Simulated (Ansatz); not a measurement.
```yaml
crystal:
  periodic: [false, false, false]
  atoms:
    - {symbol: C, position_ang: [-1.013281, 1.080249, 0.082393]}
    - {symbol: B, position_ang: [-0.198976, -0.135715, 0.647455]}
    - {symbol: C, position_ang: [1.194536, 0.041132, 1.353231]}
    - {symbol: O, position_ang: [-0.754823, -1.375613, 0.487372]}
    - {symbol: S, position_ang: [0.462553, -0.944835, -2.908958]}
    - {symbol: H, position_ang: [-1.434339, 1.650855, 0.919248]}
    - {symbol: H, position_ang: [-1.843084, 0.782032, -0.561475]}
    - {symbol: H, position_ang: [-0.370372, 1.779862, -0.459770]}
    - {symbol: H, position_ang: [1.226967, 0.929824, 1.988995]}
    - {symbol: H, position_ang: [1.952639, 0.196921, 0.575484]}
    - {symbol: H, position_ang: [1.514560, -0.819518, 1.948328]}
    - {symbol: H, position_ang: [-0.223535, -2.073936, 0.879209]}
    - {symbol: H, position_ang: [-0.173711, 0.233165, -2.992584]}
    - {symbol: H, position_ang: [-0.352132, -1.373521, -1.930129]}
basis:
  gaussian: {orbitals: cc-pVTZ-DK}
hamiltonian: {xc: {name: HF}}
correlation: {method: mp2, frozen_orbitals: {C: 9}}
output: {forces: true}
```

```sh
$ ansatz run in.yaml --threads 4 --pin off --events-out ev --progress --plain --max-ram 10444MiB
```

It prints (some lines left out):

```
Functional definition: HF
Error: "frozen_orbitals" has no count for B
```

Task: What is wrong with this run?

Result: Frozen orbitals are typed for one element alone, and the program wants a count for each. The program refused the input.
